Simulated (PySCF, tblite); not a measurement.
A set of runs on `[SiH3][Si@@H]([AsH2])C[AsH2]`; the geometry of each is named by its level. Settings lines and outputs come from a driver script.

Species: CH₁₀As₂Si₂.
Numbering: `[SiH3:1][Si@@H:2]([AsH2:3])[CH2:4][AsH2:5]` (hydrogens: H6, H7, H8 on Si1; H9 on Si2; H10, H11 on As3; H12, H13 on C4; H14, H15 on As5)

Step 1: GFN2-xTB geometry optimisation, gas phase (tblite 0.8.0) (from a force-field or distance-geometry start)
```json
{"job": {"kind": "relax", "xc": "GFN2-xTB", "basis": "xTB"}, "charge": 0, "multiplicity": 1}
```
```
step      E/eV     max force
  0    -418.67690    1.679
  1    -418.77445    0.691
  2    -418.84212    0.419
...
 64    -418.99595    0.020
 65    -418.99599    0.024
 66    -418.99603    0.023
 67    -418.99606    0.015
 68    -418.99608    0.009
```

Energy lowered by 7.4 kcal/mol over 68 steps; largest atomic force 0.009 eV/Å at the end. «max force» is the largest atomic force in eV/Å.

Hardware: one thread, Arm Neoverse N1 (aarch64) (shared host). Cost: 0.82 s.

Step 2: GFN2-xTB harmonic vibrations, gas phase (tblite 0.8.0) (on the GFN2-xTB geometry)
```json
{"job": {"kind": "ir", "xc": "GFN2-xTB", "basis": "xTB"}, "charge": 0, "multiplicity": 1}
```
```
(table of modes left out)
```

39 modes from 16 to 2940 cm⁻¹ (unscaled, harmonic); zero-point energy 54.8 kcal/mol; all wavenumbers are real at this level.

Time: 0.97 s wall. Hardware: one thread of an Arm Neoverse N1, on a shared host.

Step 3: TDDFT PBE0/def2-SVPD, vertical, gas phase, core orbitals frozen in the response (PySCF 2.14.0, density-fitted response routines) (on the GFN2-xTB geometry)
```json
{"job": {"kind": "uv", "xc": "PBE0", "basis": "def2-SVPD", "nstates": 8, "ntriplets": 3}, "charge": 0, "multiplicity": 1}
```
```
...
Static polarisability (au): isotropic 138.207, principal 109.699 140.920 164.002
Singlet excitations
state   eV       nm        f      main configurations
  1   5.8739    211.1   0.04087   H->L 0.81, H->L+1 0.12
  2   5.9627    207.9   0.01361   H-1->L 0.83, H-1->L+1 0.09
  3   6.1677    201.0   0.04767   H->L+2 0.66, H->L+1 0.25
  4   6.2254    199.2   0.21830   H->L+1 0.40, H->L+2 0.20, H->L 0.11
  5   6.3365    195.7   0.01919   H-1->L+1 0.63, H-1->L+2 0.15, H->L+1 0.08
  6   6.4387    192.6   0.07724   H-1->L+2 0.47, H-1->L+1 0.20, H->L+3 0.17
  7   6.4717    191.6   0.01919   H->L+3 0.61, H-1->L+2 0.22
  8   6.6178    187.3   0.09255   H-1->L+3 0.83
Triplet excitations (Tamm-Dancoff, eV): 5.0236 5.2554 5.4526
```

HOMO -7.35 eV, LUMO -0.51 eV; lowest singlet 5.87 eV; lowest triplet 5.02 eV (Tamm–Dancoff); mean polarisability 138.2 au.

Time: 78 s wall; peak memory 0.87 GiB. Hardware: Arm Neoverse N1, one thread (shared host).

Geometry of the electronic-property runs (GFN2-xTB):
```
atom  x, y, z in Å
Si1   -1.7114    1.5993   -0.7170
Si2    0.0610    0.5740    0.4003
As3   -0.5111   -0.8097    2.2108
C4     1.0984   -0.4474   -0.8491
As5    2.7464   -1.1651   -0.0212
H6    -1.3079    2.4620   -1.8302
H7    -2.6413    0.6084   -1.2741
H8    -2.4875    2.4304    0.2075
H9     1.0102    1.5874    0.9396
H10   -1.5621   -1.5200    1.4012
H11   -1.5583    0.1668    2.6671
H12    0.5047   -1.2623   -1.2678
H13    1.3964    0.1975   -1.6797
H14    2.0075   -2.1592    0.8421
H15    2.9507   -2.2539   -1.0515
```

 (This holds for the electronic-property runs.)

One conformer stands for the species.
